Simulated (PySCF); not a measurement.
Bonds: Al1-P3, Al1-P6, Al1-P9, P3-Al4, P3-Al10, Al4-P6, Al4-P12, P6-Al7, Al7-P9, Al7-P12, P9-Al10, Al10-P12. Al1 carries H2; P3 carries H13; Al4 carries H5; P6 carries H14; Al7 carries H8; P9 carries H15; Al10 carries H11; P12 carries H16.

One averaged value for each set of equivalent atoms, one conformer, isolated molecule, relativity neglected. Coordinates at the PBE0-D3(BJ)/def2-SVP level; B3LYP/pcSseg-1 (pcSseg-2 on Al) with gauge-including orbitals; PySCF 2.14.

Referencing at the same level of theory: TMS for ¹H; ²⁷Al against [Al(H2O)6]3+; ³¹P against H3PO4.

```csv
atoms,nucleus,count,δ (ppm)
Al1/Al4/Al7/Al10,²⁷Al,4,?
P3/P6/P9/P12,³¹P,4,-213.3
H13/H14/H15/H16,¹H,4,3.39
H2/H5/H8/H11,¹H,4,?
```

Problem. Estimate the values marked ?.

Solution. 
- H2/H5/H8/H11: 5.40 ppm, hydrogen on an aluminium bonded to 3 P
- Al1/Al4/Al7/Al10: 165.0 ppm, aluminium bonded to 3 P, H

Hydrides on Al or Ga are broadened by the quadrupolar metal nucleus. Experimental scales use liquid or dissolved standards, which lie at an offset from isolated H3PO4.
